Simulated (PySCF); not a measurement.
CH7ClSi2, SMILES Cl[SiH2]C[SiH3]. Heavy atoms are numbered as in [SiH3:1][CH2:2][SiH2:3][Cl:4]. Hydrogens are named by the atom that carries them.

Geometry: PBE0-D3(BJ)/def2-SVP. Other conformers were not sampled.

All values below come from PBE/def2-TZVP (PySCF).

Atomic charges (e), one atom of each kind:

```tsv
atom	meta-Löwdin	Löwdin	Mulliken
Si1 (SiH3)	0.43	0.21	0.12
C2 (CH2)	-0.68	-0.54	-0.38
Si3 (SiH2)	0.65	-0.06	0.30
Cl4	-0.29	0.21	-0.24
H on Si1	…	-0.03	-0.01
H on C2	…	0.16	0.14
H on Si3	…	-0.03	-0.02
```

Problem. Complete the blanks. (The exact figures need the calculation; the answer reports its results.)

Solution. 
- H on Si1, meta-Löwdin: -0.07
- H on C2, meta-Löwdin: 0.15
- H on Si3, meta-Löwdin: -0.09

Problem. Give the Mayer and Wiberg (Löwdin basis) orders of the bonds. (Estimate from the structure and the level; the computed values follow.)

Solution. 
```json
[
 {"bond": "Si1–C2", "Mayer": "0.98", "Wiberg": "1.21"},
 {"bond": "C2–Si3", "Mayer": "1.01", "Wiberg": "1.24"},
 {"bond": "Si3–Cl4", "Mayer": "1.15", "Wiberg": "1.81"}
]
```
